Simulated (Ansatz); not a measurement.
`CN(C)[Si](Cl)(Cl)N(C)C` + `CNC` → `CN(C)[Si](Cl)(N(C)C)N(C)C` + HCl  (ligand exchange at the Si–Cl bond)

Calculated with Ansatz (gas phase, PBE0-D4/def2-TZVP geometries, no zero-point term in ΔE). CCSD(T)/CBS adds triple-zeta CCSD(T) − MP2 to the extrapolated MP2 energy (def2 sets, frozen cores). This one scheme is used for every species. Functionals use def2-TZVPP. HSE06 is defined as in plane-wave codes. Each species was taken in one conformer, which may not be the lowest.

`CN(C)[Si](Cl)(Cl)N(C)C`:

```xyz
21

C    -0.710   -0.240   -1.888
N    -1.252   -0.248   -0.545
C    -2.696   -0.280   -0.521
Si   -0.246   -0.692    0.746
Cl    0.208   -2.702    0.783
Cl   -1.288   -0.333    2.487
N     1.218    0.155    0.646
C     2.486   -0.313    1.157
C     1.188    1.588    0.439
H    -1.017   -1.129   -2.455
H    -1.059    0.645   -2.433
H     0.381   -0.214   -1.860
H    -3.090   -1.180   -1.013
H    -3.067   -0.259    0.502
H    -3.100    0.592   -1.048
H     3.292   -0.051    0.462
H     2.480   -1.396    1.275
H     2.723    0.139    2.130
H     1.956    1.884   -0.287
H     0.217    1.899    0.052
H     1.378    2.137    1.371
```

`CNC`:

Cartesian coordinates in Å:
```
C -0.810 0.063 -0.894
N -0.004 0.700 0.121
C 0.690 -0.249 0.961
H -1.267 0.819 -1.537
H -1.620 -0.497 -0.417
H -0.253 -0.644 -1.533
H 0.663 1.325 -0.313
H -0.040 -0.826 1.537
H 1.328 0.279 1.672
H 1.313 -0.970 0.404
```

`CN(C)[Si](Cl)(N(C)C)N(C)C`:

Z-matrix (Å, degrees):
```
C
N 1 1.442
H 1 1.100 2 112.0
H 1 1.098 2 110.4 3 119.5
H 1 1.089 2 110.9 3 -121.0
Si 2 1.714 1 125.7 3 100.5
C 2 1.445 1 112.4 3 -60.6
Cl 6 2.077 2 105.6 1 26.8
N 6 1.714 2 119.0 1 -91.5
N 6 1.705 2 106.9 1 147.4
H 7 1.091 2 110.8 1 -178.9
H 7 1.100 2 112.0 1 60.3
H 7 1.098 2 110.7 1 -59.5
C 9 1.445 6 119.3 2 -69.0
C 9 1.442 6 125.6 2 90.8
C 10 1.444 6 122.2 2 -36.1
C 10 1.444 6 122.1 2 165.0
H 14 1.091 9 110.8 6 -18.7
H 14 1.100 9 112.0 6 102.0
H 14 1.098 9 110.7 6 -138.2
H 15 1.098 9 110.4 6 140.1
H 15 1.089 9 110.9 6 20.5
H 15 1.100 9 112.0 6 -100.4
H 16 1.090 10 110.5 6 16.5
H 16 1.098 10 110.8 6 136.7
H 16 1.099 10 111.5 6 -103.7
H 17 1.098 10 110.8 6 -136.6
H 17 1.090 10 110.5 6 -16.4
H 17 1.099 10 111.5 6 103.7
```

HCl:

Cartesian coordinates in Å:
```
Cl -0.574 0.237 0.151
H 0.574 -0.237 -0.151
```

Task: Is it downhill or uphill in electronic energy at CCSD(T)/CBS, and by how much? (Estimate.)

Result: The calculation gave: Uphill: ΔE = +43.4 kJ/mol.

Task: What do these levels give: BLYP-D4, r2SCAN-D4, r2SCAN0-D4, ωB97X-V, ωB97M-V, B2PLYP, revPBE, r2SCAN, PBE0, r2SCAN0, HSE06, MP2/def2-QZVPP? (Best estimate.)

Result: Computed: BLYP-D4 42.3, r2SCAN-D4 48.0, r2SCAN0-D4 47.1, ωB97X-V 45.2, ωB97M-V 43.7, B2PLYP 52.7, revPBE 69.8, r2SCAN 53.3, PBE0 58.2, r2SCAN0 52.9, HSE06 58.5, MP2/def2-QZVPP 42.7 kJ/mol.

Largest T1 diagnostic among the species: 0.010.

From BLYP to BHLYP (50 % exact exchange), in def2-TZVPP and without D4, ΔE moves by −7.3 kJ/mol. The D4 term adds −18.0 kJ/mol with B3LYP and −11.5 kJ/mol with PBE0; it sums over pairs of atoms, weighted by their polarisabilities, and B3LYP, whose exchange is more repulsive, gets the larger term.

B3LYP here is the variant with VWN-RPA as its local correlation; programs differ in this.
